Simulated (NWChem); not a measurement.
**Correlation energy of Mg**

```xyz
1

Mg     0.0000     0.0000     0.0000
```
Charge 0, spin multiplicity 1.

Program: NWChem.

Basis set: def2-SVP. Each correlation energy counts from its own Hartree-Fock reference.

| method | correlation energy (mHa) |
|---|---|
| MP2 | -20.1 |
| SCS-MP2 | -24.1 |
| CCSD | -31.9 |
| CR-CCSD[T] | -31.9 |
| CR-CCSD(T) | -31.9 |
| CCSDT | -31.9 |

The values span 11.8 mHa, from CCSDT (lowest) to MP2 (highest). 

The correlated methods keep 5 core orbitals frozen. Coupled-cluster values serve here as a point of comparison, not as the truth.
